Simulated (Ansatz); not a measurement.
System: CdCl (charge 0, doublet). The spin state was set by rule; other spins were not relaxed. 
Coordinates optimised at B3LYP-D3(BJ)/def2-TZVP (Ansatz, an electronic-structure program):
```
Cd
Cl 1 2.3992
```
Charge 0, spin multiplicity 2.

Property: atomisation energy (electronic, to ground-state atoms), in kcal/mol. Correlated levels leave the core frozen unless marked. UHF or UKS for open shells. No spin-orbit coupling. Frozen are the shells of the preceding noble gas and the d and f shells that filled before the atom's block. In def2 rows, elements after Kr have scalar-relativistic effective core potentials. The coupled-cluster limit lacks core correlation, which all-electron functionals hold. Basis-set limits of correlation are two-point, X^-3; Hartree-Fock from the larger set.

| level | program | atomisation energy (kcal/mol) |
|---|---|---|
| r2SCANh/def2-TZVPD | Ansatz | [?] |
| HSE06/def2-TZVPD | Ansatz | 45.1 |
| CAM-B3LYP-D4/def2-TZVPD | Ansatz + dftd4 | 42.3 |
| CAM-B3LYP/def2-TZVPD | Ansatz | 41.4 |
| SCS-MP2/def2-SVP | Ansatz | 36.2 |
| SCS-MP2/def2-SVPD | Ansatz | 42.2 |
| CCSD(T)/CBS(def2-TZVPPD,def2-QZVPPD) | Ansatz | 44.1 |

Question: Some entries are withheld; supply them.

Answer: 
- r2SCANh/def2-TZVPD, atomisation energy (kcal/mol): 47.7
